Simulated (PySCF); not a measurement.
selenium hexafluoride (F6Se), SMILES F[Se](F)(F)(F)(F)F.

The structure is a stationary point at B3LYP-D3(BJ)/def2-SVP.

Method: PBE/def2-TZVP (PySCF).

Isolated molecule, no solvent.

Problem. Estimate the frontier levels, gap, dipole moment and polarisability. (Estimate from the structure and the level; the computed values follow.)

Solution. 
* **highest occupied level**: -10.43 eV
* **lowest empty level**: -5.18 eV
* **orbital gap**: 5.25 eV
* **dipole moment**: 0.00 D
* **quadrupole, principal values (traceless, Buckingham form, about the centre of nuclear charge)**: 0.00, 0.00, 0.00 D·Å
* **mean static polarisability**: 33.5 bohr³ (4.97 Å³)
* **polarisability, principal values**: 33.5, 33.5, 33.5 bohr³
